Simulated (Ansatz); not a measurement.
Ansatz (a program for electronic structure) input for C₄H₄, SMILES C1=CC=C1, CAM-B3LYP/def2-SVPD. The structure is a stationary point at PBE0-D3(BJ)/def2-SVP.

Ansatz 0.2 input:
```yaml
crystal:
  periodic: [false, false, false]
  atoms:
    - {symbol: C, position_ang: [0.00000000, 0.66798742, 0.78386870]}
    - {symbol: C, position_ang: [0.00000000, 0.66798741, -0.78386872]}
    - {symbol: C, position_ang: [0.00000000, -0.66798741, 0.78386872]}
    - {symbol: C, position_ang: [0.00000000, -0.66798742, -0.78386870]}
    - {symbol: H, position_ang: [0.00000000, 1.44107525, 1.55357111]}
    - {symbol: H, position_ang: [0.00000000, 1.44107522, -1.55357113]}
    - {symbol: H, position_ang: [0.00000000, -1.44107522, 1.55357113]}
    - {symbol: H, position_ang: [0.00000000, -1.44107525, -1.55357111]}
basis:
  gaussian:
    orbitals: def2-SVPD
hamiltonian:
  xc: {name: CAM-B3LYP}
```

Program output:

```
WARN ansatz: RAYON_NUM_THREADS=1 ignored (pool sized by the plan → 1); use --threads N
Functional definition: CAM-B3LYP
integrals: 0.04 GiB planned
932 factors; their error is unknown
integrals: 0.07 GiB planned
371 factors; integrals over basis functions are off by at most 8.4e-6 eV
mean field: 0.43 GiB planned
mean field evaluation 1: about -4200.2707 eV, gradient 3.6e1 eV
mean field evaluation 2: about -4201.1651 eV, gradient 3.1e1 eV
mean field evaluation 4: about -4203.6046 eV, gradient 3.1e-1 eV
mean field evaluation 8: about -4203.5467 eV, gradient 4.9e-3 eV
mean field -4203.54669387 eV, -154.4774917333 hartree, gradient 5.0e-6 eV, S^2 0.000000; 0 other end points of the search recorded, 0 dependent functions left out
reference -4203.54680525 eV, -154.4774958267 hartree; 14, 14 occupied and 98, 98 virtual orbitals, 932 factors
Total energy: -4203.54680525 eV, -154.4774958267 hartree
```

The run converged.
